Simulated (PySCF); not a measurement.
Species: BiMe3, C₃H₉Bi.
Geometry (PBE0-D3(BJ)/def2-SVP, Å), atoms numbered from 1 in this order:
```xyz
13
C3H9Bi angstrom
Bi     0.0265   -0.0046    1.2928
C      1.9064   -0.0184    0.0129
H      2.5461    0.8320    0.2874
H      1.6224    0.0577   -1.0456
H      2.4569   -0.9546    0.1825
C     -0.9345    1.6467    0.0605
H     -0.8239    1.4115   -1.0072
H     -0.4429    2.6048    0.2813
H     -2.0018    1.7207    0.3135
C     -0.9609   -1.6403    0.0590
H     -2.0442   -1.6317    0.2458
H     -0.5520   -2.6193    0.3464
H     -0.7675   -1.4566   -1.0069
```

Level of theory: PySCF, PBE0-D3(BJ)/def2-SVP geometry optimisation, gas phase, def2 core potentials past Kr.

(1) Which atoms are bound to Bi1, and at what distances?

(2) List the angles at Bi1.

(3) What is the shape at Bi1?

(4) What are the other bond lengths?

## Answers

(1) 3 atoms: C6 2.273 Å, C2 2.274 Å, C10 2.274 Å. The nearest atom not counted as bound is H7, at 2.83 Å (others tie with it).

(2) 
| angle | degrees | distance of the outer atoms (Å) |
| --- | --- | --- |
| C2–Bi1–C10 | 92.8 | 3.29 |
| C2–Bi1–C6 | 92.8 | 3.29 |
| C6–Bi1–C10 | 92.6 | 3.29 |

(3) Pyramidal: angles 92.8°, 92.8° and 92.6°, sum 278.2°, 1.25 Å off the plane of its three neighbours.

(4) C2–H3 and 8 like bonds 1.099 Å.

Point group: near C3v, missed by 0.18 Å at most; the miss may be what the optimiser left on a soft mode. Charge 0, singlet. No frequency check.
